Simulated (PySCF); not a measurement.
## Radial density of C⁺ (carbon, charge +1)

UHF, [He] 2s2 3s1, 2S determinant (an excited configuration). Computed with PySCF 2.14 in aug-cc-pVQZ-DK (6s5p4d3f2g, 80 functions), with scalar relativity by spin-free X2C-1e.

| r (bohr) | 4πr²ρ (e/bohr) | 4πr²(ρα − ρβ) |
| --- | --- | --- |
| 0.00413 | 0.02775 | 0.0001 |
| 0.00695 | 0.07476 | 0.0003 |
| 0.0117 | 0.1980 | 0.0009 |
| 0.0197 | 0.5059 | 0.0023 |
| 0.0331 | 1.215 | 0.0055 |
| 0.0556 | 2.619 | 0.0115 |
| 0.0936 | 4.717 | 0.0194 |
| 0.157 | 6.295 | 0.0212 |
| 0.265 | 5.094 | 0.0067 |
| 0.445 | 1.938 | 0.0045 |
| 0.749 | 1.229 | 0.0654 |
| 1.26 | 1.585 | 0.0454 |
| 2.12 | 0.4994 | 0.0303 |
| 3.57 | 0.3116 | 0.2971 |
| 6.00 | 0.1132 | 0.1132 |
| 10.1 | 0.001280 | 0.0013 |

Densities and radii are taken from the X2C orbitals without a picture-change correction, which distorts them close to the nucleus.

The outer electron is Rydberg-like, and this basis confines it to a smaller radius and binds it less than a complete one would.
